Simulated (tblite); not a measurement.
Problem. What does the GFN2-xTB structure of InChI=1S/C4H8F3NSi2/c1-10(9,3-8)2-4(5,6)7/h2H2,1,9H3/t10-/m1/s1 look like in three dimensions?

Solution. 
```
atom  x, y, z in Å
C1    -0.7654   -1.9685    0.1186
Si2   -0.5751   -0.1371   -0.3777
Si3   -1.5161    1.4731    1.0226
C4    -1.2761   -0.0477   -2.1184
N5    -1.7539    0.0263   -3.1574
C6     1.2968    0.1512   -0.7708
C7     2.0618    0.3879    0.4894
F8     3.3896    0.4853    0.3047
F9     1.6908    1.5273    1.1101
F10    1.8866   -0.5911    1.3987
H11   -0.2483   -2.1796    1.0510
H12   -1.8127   -2.2215    0.2584
H13   -0.3678   -2.6399   -0.6398
H14   -1.1277    2.8245    0.6190
H15   -1.1026    1.2438    2.4068
H16   -2.9753    1.3600    0.9534
H17    1.7422   -0.7087   -1.2708
H18    1.4444    1.0212   -1.4094
```

Orientation and origin are arbitrary. Atoms count from 1 in this order. Si3 (SiH3 silicon) is tetrahedral (angles from 108.3° to 111.4°). Of the pairs four or more bonds apart, Si3···F9 is among the closest relative to their van der Waals radii: 3.21 Å, 90 % of the sum of Bondi's values. Si2 (four-coordinate silicon) is distorted tetrahedral (angles from 99.5° to 117.8°). The C–Si distances run from 1.879 Å (Si2–C4, drawn single) to 1.934 Å (Si2–C6, drawn single), a spread of 0.055 Å.

Bonds between heavy atoms (Å): C1–Si2 1.907, Si2–Si3 2.332, Si2–C4 1.879, C4≡N5 1.146, Si2–C6 1.934, C6–C7 1.493, C7–F8 1.344, C7–F9 1.349, C7–F10 1.348.

Structure optimised with GFN2-xTB, isolated species.

Point group: C1 (no symmetry element, even within 0.4 Å). Its GFN2-xTB frequencies are all real (lowest 18 cm⁻¹). One conformer, not necessarily the lowest (C1–Si2–C6–C7 -82°).

The numbers are calculated, not measured.
